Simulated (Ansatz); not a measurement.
CH₃ (SMILES [CH3-]), charge -1, singlet, at a GFN2-xTB geometry (a gas-phase anion, which may not be bound at this level). Base run: Ansatz (a first-principles code) with SVWN5/6-31G.

The Ansatz input:
Ansatz 0.2 input:
```yaml
crystal:
  periodic: [false, false, false]
  atoms:
    - {symbol: C, position_ang: [0.09443537, 0.09844229, 0.10070566]}
    - {symbol: H, position_ang: [-0.62720871, -0.62142525, 0.62463322]}
    - {symbol: H, position_ang: [0.66399153, -0.60849894, -0.59880803]}
    - {symbol: H, position_ang: [-0.60339501, 0.63927042, -0.63005917]}
basis:
  gaussian:
    orbitals: 6-31G
hamiltonian:
  xc: {name: SVWN5}
total_charge: -1
```

Each row names what was changed in the base input (with any setting that the change needs).

```csv
change,ΔE vs base (eV)
base,0.00
occupation = up:A':4 A'':1 down:A':4 A'':1,0.00
occupation = up:A':3 A'':2 down:A':3 A'':2,16.00
occupation = up:A':5 down:A':5,21.30
symmetry_tolerance_ang = 0.01,0.00
```

A gas-phase anion may not be bound at this level; its values then depend on the basis.
